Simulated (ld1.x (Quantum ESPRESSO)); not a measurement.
Transferability test, TM potential for lithium (Li)

* Element: lithium
* Generator: ld1.x (Quantum ESPRESSO) 7.5
* Type: norm-conserving Troullier–Martins (Kleinman–Bylander form)
* Functional: PBEsol
* Relativity: scalar-relativistic
* Frozen core: none
* Valence charge: 3
* Reference configuration: 1s2 2s1 2p0
* Partial waves: 1s (bound): rc 0.55 bohr; 2p (bound, empty): rc 4.20 bohr
* Local potential: the p channel
* Core correction: none

Occupied shells without a wave of their own: 2s. They enter only through the test configuration that unscreens the potential.

Energies are relative to the spin-unpolarised reference configuration 1s2 2s1 2p0; without spin polarisation the order of configurations can differ from experiment.

```
valence configuration  charge  ΔE all-electron (eV)  error AE − PS (meV)
          1s2 2s0 2p0      +1                 5.187                 -296
        1s2 2s0.5 2p0    +0.5                 2.013                 -126
```

Q: What are ΔE and the potential's error for 1s1 2s1 2p0?

A: ΔE = 67.777 eV all-electron; the error (AE − PS) is -380 meV.

Q: What are ΔE and the potential's error for 1s2 2s0 2p1?

A: ΔE = 1.761 eV all-electron; the error (AE − PS) is -211 meV.

Levels in the configuration 1s2 2s0 2p1:

| level | all-electron (eV) | pseudo (eV) |
| --- | --- | --- |
| 1s | -52.924 | -53.277 |
| 2p | -1.538 | -1.623 |

The 2s level has no wave, so the channel is fitted at the deeper level alone: the likely source of the large errors.
